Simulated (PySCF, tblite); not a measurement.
C₅H₉NOSi.
Structure used (GFN2-xTB), in Å, numbered top down from 1:
```
atom  x, y, z in Å
C1     2.1382    0.1192    0.2987
C2     0.8493    0.5097   -0.4180
C3    -0.3866   -0.0894    0.2682
Si4   -2.0107    0.5213   -0.6298
C5    -0.4896    0.3289    1.6315
N6    -0.5787    0.6765    2.7187
C7    -0.4600   -1.5724    0.1481
O8     0.0171   -2.2136   -0.7490
H9     2.9938    0.5718   -0.1970
H10    2.2670   -0.9609    0.2850
H11    2.1210    0.4541    1.3345
H12    0.8792    0.1391   -1.4444
H13    0.7594    1.5985   -0.4456
H14   -2.0216    1.9721   -0.4642
H15   -3.1544   -0.1059    0.0259
H16   -1.8769    0.1183   -2.0251
H17   -1.0535   -2.0552    0.9497
```

The calculation used PBE0/def2-SVPD in PySCF (dipole) on a GFN2-xTB geometry, gas phase.

Masses are those of the commonest isotopes; rigid-rotor values at the optimised geometry. The values belong to one conformer with, in the numbering `[CH3:1][CH2:2][C@:3]([SiH3:4])([C:5]#[N:6])[CH:7]=[O:8]`, C1–C2–C3–Si4 177°, C2–C3–C7–O8 -27°.

(1) Give the principal moments of inertia and the rotational constants in MHz.

(2) What kind of rotor is it?

(3) Is it planar, by Δ = Ic − Ia − Ib?

(4) Give the other two planar moments, Paa and Pbb, and the rms extents of the mass along the axes.

(5) Which lines would a microwave search look for?

(6) Estimate the classical rotational partition function at 25 K, 50 K and 500 K.

Answers

(1) Ia = 289.75, Ib = 315.55, Ic = 417.69 u·Å²; 505379 MHz·u·Å²/I gives A = 1744, B = 1602, C = 1210 MHz.

(2) An asymmetric top; Ray's κ = 0.466.

(3) Not planar: Δ = Ic − Ia − Ib = -187.60 u·Å². For a rigid frame Δ = −2 Σ m c², so Σ m c² = 93.80 u·Å² lies off the ab plane: 18.02 from hydrogen and 75.78 from heavier atoms. The atom farthest from that plane is 2.08 Å away.

(4) Paa = Σ m a² = (Ib + Ic − Ia)/2 = 221.75 and Pbb = Σ m b² = (Ia + Ic − Ib)/2 = 195.95 u·Å². With the mass M = 127.05 u, the rms extents √(P/M) along a, b and c are 1.32, 1.24, 0.86 Å.

(5) The dipole components are |μa| = 1.25 D, |μb| = 1.25 D, |μc| = 2.02 D. The squared components, which scale the intensities, stand as 0.38 : 0.39 : 1.00 (a : b : c). Some lines, for components of 0.1 D or more:

| type | branch | J(Ka,Kc) | MHz | lower level (cm⁻¹) |
| --- | --- | --- | --- | --- |
| c | Q | 2(2,1) ← 2(1,1) | 428 | 0.312 |
| b | Q | 1(1,0) ← 1(0,1) | 534 | 0.094 |
| b | Q | 2(2,0) ← 2(1,1) | 709 | 0.312 |
| a | Q | 2(1,1) ← 2(1,2) | 1175 | 0.273 |
| b | Q | 3(2,2) ← 3(1,3) | 2333 | 0.530 |
| c | R | 1(1,0) ← 0(0,0) | 3346 | 0.000 |
| c | R | 2(1,1) ← 1(0,1) | 6549 | 0.094 |
| c | R | 2(2,1) ← 1(1,1) | 6834 | 0.099 |
| b | R | 2(2,0) ← 1(1,1) | 7116 | 0.099 |
| a | R | 3(0,3) ← 2(0,2) | 7732 | 0.272 |
| b | R | 3(1,3) ← 2(0,2) | 7737 | 0.272 |
| b | R | 3(1,2) ← 2(2,1) | 8282 | 0.327 |
| a | R | 3(1,2) ← 2(1,1) | 8710 | 0.312 |
| c | R | 3(2,2) ← 2(1,2) | 10037 | 0.273 |
| c | R | 3(3,1) ← 2(2,1) | 10270 | 0.327 |

(6) Point group C1, symmetry number σ = 1; q = (√π/σ)·√((kT/h)³/(ABC)), k/h = 20836.6 MHz/K: 11500 at 25 K, 32400 at 50 K, 1030000 at 500 K.

Its GFN2-xTB frequencies are all real (lowest 78 cm⁻¹). No vibrational averaging or centrifugal distortion is included, and the geometry carries the error of its method. A rigid rotor knows nothing of internal rotation, which can split or shift real lines. Quadrupole hyperfine structure (14N) is left out.
